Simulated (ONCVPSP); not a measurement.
**u(r) = r·R(r): atom against pseudo-atom (Mg)**

Columns: radius, all-electron u(r) and pseudo u(r) of the 2s shell (level -79.59 eV) of magnesium in the configuration [He] 2s2 2p6 3s2; PBEsol, scalar-relativistic, ONCV scheme, ONCVPSP 4.0.1.

| r (bohr) | all-electron | pseudo |
| --- | --- | --- |
| 0.050 | -0.5347 | 0.1555 |
| 0.100 | -0.4837 | 0.3092 |
| 0.150 | -0.2014 | 0.4592 |
| 0.200 | 0.1407 | 0.6030 |
| 0.250 | 0.4629 | 0.7377 |
| 0.300 | 0.7313 | 0.8598 |
| 0.350 | 0.9374 | 0.9662 |
| 0.400 | 1.0824 | 1.0535 |
| 0.450 | 1.1748 | 1.1196 |
| 0.500 | 1.2228 | 1.1629 |
| 0.550 | 1.2362 | 1.1834 |
| 0.600 | 1.2229 | 1.1825 |
| 0.650 | 1.1898 | 1.1623 |
| 0.700 | 1.1427 | 1.1260 |
| 0.750 | 1.0861 | 1.0772 |
| 0.800 | 1.0236 | 1.0196 |
| 0.850 | 0.9580 | 0.9565 |
| 0.900 | 0.8913 | 0.8909 |
| 0.950 | 0.8252 | 0.8251 |
| 1.000 | 0.7608 | 0.7607 |
| 1.050 | 0.6988 | 0.6987 |
| 1.100 | 0.6399 | 0.6398 |
| 1.150 | 0.5843 | 0.5842 |
| 1.200 | 0.5322 | 0.5321 |
| 1.250 | 0.4837 | 0.4837 |
| 1.300 | 0.4388 | 0.4388 |

Problem. How many radial nodes do the two functions have?

Solution. The all-electron 2s function has n − l − 1 = 1; the pseudo-wave has 0, since the states of the same l below it are removed with the core.

Problem. At about which radius was the pseudo-wave matched?

Solution. 1.00 bohr. The columns agree to 0.0005 from 0.90 bohr on; several derivatives are matched, so the curves merge somewhat inside the radius.

Problem. Is the pseudo-wave norm-conserving?

Solution. Yes: the ONCV scheme keeps the norm inside the radius equal to the all-electron one, which fixes the energy derivative of the logarithmic derivative at the level.
